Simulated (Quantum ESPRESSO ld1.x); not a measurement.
All-electron atom: Mo2+ in [Ar] 3d10 4s1 4p6 4d4 4f1 (not the ground configuration). All-electron calculation, non-relativistic Kohn-Sham, revPBE, spin-unpolarised, spherical densities, point nucleus; relativity is left out, which matters for an element this heavy. Program: ld1.x of Quantum ESPRESSO 7.5.

Unscreened Slater integrals over Kohn-Sham orbitals (eV). Empty in this configuration: 5p, 5s.

integral,value
"F0(4f,4f)",4.6624
"F2(4f,4f)",2.3860
"F4(4f,4f)",1.5458
"F6(4f,4f)",1.1290
"F0(4f,5p)",5.5366
"F2(4f,5p)",2.5126
"G2(4f,5p)",2.0886
"G4(4f,5p)",1.3990
"F0(4f,5s)",5.7398
"G3(4f,5s)",1.3902
"F0(4f,4d)",6.0927
"F2(4f,4d)",1.2967
"F4(4f,4d)",0.58545
"G1(4f,4d)",0.92517
"G3(4f,4d)",0.53054
"G5(4f,4d)",0.36269
"F0(4f,4p)",6.1570
"F2(4f,4p)",0.92634
"G2(4f,4p)",0.35479
"G4(4f,4p)",0.23083
"F0(5p,5p)",7.3843
"F2(5p,5p)",3.9797
"F0(5p,5s)",7.9428
"G1(5p,5s)",5.2290
"F0(5p,4d)",9.0904
"F2(5p,4d)",2.8969
"G1(5p,4d)",1.1872
"G3(5p,4d)",1.0289
"F0(5p,4p)",9.3814
"F2(5p,4p)",2.2832
"G0(5p,4p)",0.47486
"G2(5p,4p)",0.61825
"F0(5s,5s)",8.7013
"F0(5s,4d)",10.411
"G2(5s,4d)",1.8534
"F0(5s,4p)",10.830
"G1(5s,4p)",0.83929
"F0(4d,4d)",15.716
"F2(4d,4d)",7.9696
"F4(4d,4d)",5.2384
"F0(4d,4p)",17.540
"F2(4d,4p)",8.7246
"G1(4d,4p)",10.929
"G3(4d,4p)",6.7002
"F0(4p,4p)",20.205
"F2(4p,4p)",10.671

Derived for the open shells (J is the average intra-shell exchange parameter used in DFT+U). 4d: Racah B = F2/49 - 5 F4/441 = 0.1033 eV, C = 35 F4/441 = 0.4157 eV, C/B = 4.03, F4/F2 = 0.657, J = (F2 + F4)/14 = 0.9434 eV. 4f: F4/F2 = 0.648, F6/F2 = 0.473, J = (286 F2 + 195 F4 + 250 F6)/6435 = 0.1967 eV.
